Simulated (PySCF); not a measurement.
Compounds:

A. SMILES CC([SiH2]OC=C)C
B. `O=C1CCP(P)CC1`
C. SMILES Cc1ccpc(N(C)C)c1

Spectrum 1. ¹³C{¹H} NMR (computed): δ 213.3 (C), 41.1 (CH2), 31.2 (CH2).

Spectrum 2. ¹³C{¹H} NMR (computed): δ 152.9 (CH), 100.6 (CH2), 18.5 (CH3), 17.8 (CH).

Spectrum 3. ¹³C{¹H} NMR (computed): δ 182.7 (C), 163.0 (CH), 145.8 (C), 128.7 (CH), 117.1 (CH), 44.0 (CH3), 27.0 (CH3).

Relativity neglected, no solvent, single conformer, rapidly exchanging positions averaged. Structure optimised with GFN2-xTB; GIAO PBE0/pcSseg-1 shieldings; PySCF 2.14.0 with density-fitted response routines.

References, each an isolated molecule treated in the same way: ¹³C (186.93 ppm) vs TMS. Splittings of carbon signals by F and P are missing where no couplings were computed. Shifts are as computed. Against solution values, carbons near 30 ppm lie about +3 ppm off and those near 130 ppm about +5 ppm. Of 1211 compounds with measured shifts, 218 miss one by over three times the rms of a fit or turn the order of signals round; such compounds aren't used in these exercises.

Task: Which spectrum belongs to which compound?

Result: 1–B, 2–A, 3–C.

- Spectrum 1 (B): 3 ¹³C signals; δC 213.3 is a ketone carbonyl carbon; δC 41.1 is an sp3 CH2 α to a carbonyl.
- Spectrum 2 (A): 4 ¹³C signals; δC 152.9 is an alkene carbon bearing oxygen; δC 100.6 is a β carbon of an enol-ether or enamine type C=C.
- Spectrum 3 (C): 7 ¹³C signals; δC 182.7 is an aromatic carbon bearing nitrogen; δC 128.7 is an aromatic CH.
